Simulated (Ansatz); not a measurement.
Geometry optimisation, DFT PBE-D3(BJ), scalar-relativistic, plane waves, PAW in Ansatz 0.2.0.

Input file:

```yaml
crystal:
  lattice:
    - [0.0, 5.43, 5.43]
    - [5.43, 0.0, 5.43]
    - [5.43, 5.43, 0.0]
  atoms:
    - { symbol: Si, position: [0.0, 0.0, 0.0] }
    - { symbol: Si, position: [0.125, 0.125, 0.125] }
    - { symbol: Si, position: [0.0, 0.0, 0.5] }
    - { symbol: Si, position: [0.125, 0.125, 0.625] }
    - { symbol: Si, position: [0.0, 0.5, 0.0] }
    - { symbol: Si, position: [0.125, 0.625, 0.125] }
    - { symbol: Si, position: [0.0, 0.5, 0.5] }
    - { symbol: Si, position: [0.125, 0.625, 0.625] }
    - { symbol: Si, position: [0.5, 0.0, 0.0] }
    - { symbol: Si, position: [0.625, 0.125, 0.125] }
    - { symbol: Si, position: [0.5, 0.0, 0.5] }
    - { symbol: Si, position: [0.625, 0.125, 0.625] }
    - { symbol: Si, position: [0.5, 0.5, 0.0] }
    - { symbol: Si, position: [0.625, 0.625, 0.125] }
    - { symbol: Si, position: [0.5, 0.5, 0.5] }
    - { symbol: Si, position: [0.625, 0.625, 0.625] }
    - { symbol: C, position: [0.369652, 0.3895578, 0.8631496], spin: 1.0 }
magnetization:
  spin_polarized: true
basis:
  ecutwfc: 420.0
kpoints:
  mp_grid: { grid: [2, 2, 2] }
hamiltonian:
  xc: pbe
  dispersion: d3bj
scf:
  occupations: { method: gaussian, width: 0.02 }
  lower_state_search: "off"
relax:
  f_tol: 0.03
  max_steps: 60
  adjacent_minimum: "off"
```

Run as:

```bash
$ ansatz run input.yaml --threads 2 --pin off --max-ram 5120MiB --backend cpu --events-out ev --progress --plain --runs-dir out
```

**Question.** Where does it end, and by what steps?

**Answer.** It converged. The force dipped under the threshold on the way, but the program's further checks kept it going. Limits of this set-up: coarse k mesh. After 14 steps the energy has fallen by 1.579 eV; C17 moved furthest, 1.49 Å. Joined: Si8–C17.

| step | energy less start (eV) | largest force component (eV/Å) | accepted |
| --- | --- | --- | --- |
| 0 | 0.0000 | 0.580 | yes |
| 1 | -0.1157 | 0.350 | yes |
| 2 | -0.2096 | 0.319 | yes |
| 3 | -0.2757 | 0.329 | yes |
| 4 | -0.4147 | 0.985 | yes |
| 5 | -0.7352 | 1.105 | yes |
| 6 | -0.9436 | 1.572 | yes |
| 7 | -1.1773 | 0.929 | yes |
| 8 | -1.4312 | 0.450 | yes |
| 9 | -1.5196 | 0.677 | yes |
| 10 | -1.5664 | 0.122 | yes |
| 11 | -1.5763 | 0.127 | yes |
| 12 | -1.5778 | 0.063 | yes |
| 13 | -1.5790 | 0.022 | yes |
| 14 | -1.5790 | 0.022 | yes |

```xyz
17
Lattice="0.0000 5.4300 5.4300 5.4300 0.0000 5.4300 5.4300 5.4300 0.0000" Properties=species:S:1:pos:R:3
Si -0.070 0.104 -0.080
Si 1.217 1.439 1.350
Si 2.936 2.495 0.224
Si 4.069 4.214 1.356
Si 2.552 0.261 2.823
Si 4.021 1.539 4.074
Si 5.383 2.767 2.668
Si 6.915 3.476 4.204
Si -0.076 2.913 2.642
Si 1.324 4.183 4.039
Si 2.632 5.535 2.644
Si 4.061 6.868 3.935
Si 2.731 2.935 5.445
Si 4.046 4.369 6.765
Si 5.532 5.688 5.270
Si 6.787 6.970 6.733
C 7.040 5.237 4.330
```

Whether the end is a true minimum wasn't checked by a vibrational analysis.

The run took 98 s on 2 threads of AMD EPYC 7B13 (Zen 3), on a shared host, peak memory 0.8 GiB.
